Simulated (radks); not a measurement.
Q: The mean radii <r> (bohr) of the occupied orbitals of an atom or ion are listed with their occupations. All-electron calculation, scalar-relativistic Kohn-Sham, r2SCAN, spin-polarised, spherical densities, finite nucleus; meta-GGA in the generalised Kohn-Sham scheme; Fermi nuclear charge, rms radius of each element as measured or else 0.836 A^(1/3) + 0.57 fm. Program: a radial shooting solver on a logarithmic mesh with Libxc functionals.

orbital  occ.      <r>
1s up       1  0.02151
1s down     1  0.02151
2s up       1  0.09148
2s down     1  0.09148
2p up       3  0.08089
2p down     3  0.08089
3s up       1   0.2391
3s down     1   0.2389
3p up       3   0.2380
3p down     3   0.2377
3d up       5   0.2167
3d down     5   0.2164
4s up       1   0.5413
4s down     1   0.5413
4p up       3   0.5729
4p down     3   0.5728
4d up       5   0.6217
4d down     5   0.6219
5s up       1    1.271
5p up       3    1.441
5p down     3    1.487
4f up       7   0.7953
4f down     1   0.8235

Name the element and its charge. Open shells, if any, are filled with parallel spins first.

A: Z = 65, terbium, charge +4: Tb4+ in [Kr] 4d10 4f8 5s1 5p6. The 1s radius gives Z: for a bare nucleus <r> = (2 gamma + 1)/(2Z) with gamma = sqrt(1 - (Z/c)^2), 0.02124 bohr for Z = 65, and screening makes it slightly larger (0.02151 here). The occupations add up to 61, and the charge is Z minus that.
